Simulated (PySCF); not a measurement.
NICS in rings of unrelated molecules.

NICS = −σ at a ghost point: NICS(0) at the centroid of the ring atoms, NICS(1) 1 Å to either side along the normal of their mean plane, zz for the tensor component along that normal. Level: GIAO PBE0/pcSseg-1 (PySCF, non-relativistic, gas phase) on the GFN2-xTB geometries, one conformer each. Atom numbers follow the mapped SMILES.

Problem. Order these rings by mean NICS(1)zz, lowest (most negative) first (ppm).
A. ring C2–C3–C4–S5–C6–C8 in `[O:1]=[c:2]1[cH:3][cH:4][s:5][c:6]([SH:7])[cH:8]1`
B. ring Si3–Si4–Si5–Si6–Si7 in `[N:1]#[C:2][SiH:3]1[SiH2:4][SiH2:5][SiH2:6][SiH2:7]1`
C. ring C3–C4–C5–Si6–Si7 in `[CH3:1][NH:2][C@H:3]1[CH:4]=[CH:5][SiH2:6][SiH2:7]1`
D. ring C7–C8–C9 in `[SiH3:1][O:2][C:3](=[S:4])[O:5][CH2:6][CH:7]1[CH2:8][CH2:9]1`
E. ring P3–C4–C5–C6–C8–C9 in `[CH3:1][CH2:2][P:3]1[CH:4]=[CH:5][CH:6]([SiH3:7])[CH:8]=[CH:9]1`
F. ring C5–N6–N7–S8–C9 in `[F:1][C:2]([F:3])([F:4])[c:5]1[n:6][n:7][s:8][c:9]1[SiH3:10]`

Solution. F (-33.5), D (-22.8), A (-4.8), E (-3.8), C (-1.3), B (1.1).

| SMILES | ring | NICS(0) | NICS(1) | NICS(1)zz | HOMA | rms pucker (Å) | ring atoms with four or more neighbours |
| --- | --- | --- | --- | --- | --- | --- | --- |
| FC(F)(F)c1nnsc1[SiH3] | 5-membered ring with 2 N and S; formal bonds all aromatic | -13.3 | -14.1 | -33.5 | – | 0.00 | 0 |
| [SiH3]OC(=S)OCC1CC1 | 3-membered carbocycle; formal bonds all single | -43.8 | -8.6 | -22.8 | – | 0.00 | 3 |
| O=c1ccsc(S)c1 | 6-membered ring with S; bonds drawn aromatic by RDKit's count | -1.3 | -3.8 | -4.8 | 0.25 | 0.00 | 0 |
| CCP1C=CC([SiH3])C=C1 | 6-membered ring with P; formal bonds 2 double, 4 single | -2.1 | -3.3 | -3.8 | – | 0.23 | 1 |
| CN[C@H]1C=C[SiH2][SiH2]1 | 5-membered ring with 2 Si; formal bonds 1 double, 4 single | -2.3 | -3.5 | -1.3 | – | 0.03 | 3 |
| N#C[SiH]1[SiH2][SiH2][SiH2][SiH2]1 | 5-membered ring with 5 Si; formal bonds all single | -2.2 | -2.6 | 1.1 | – | 0.10 | 5 |

NICS(0) gives another order. The isotropic NICS(1) gives another order. HOMA uses Krygowski's 1993 parameters; it is left out where a ring has a four-coordinate atom, a triple bond, no multiple bond or a kind of bond without parameters. NICS(1) and NICS(1)zz are means over the two faces.
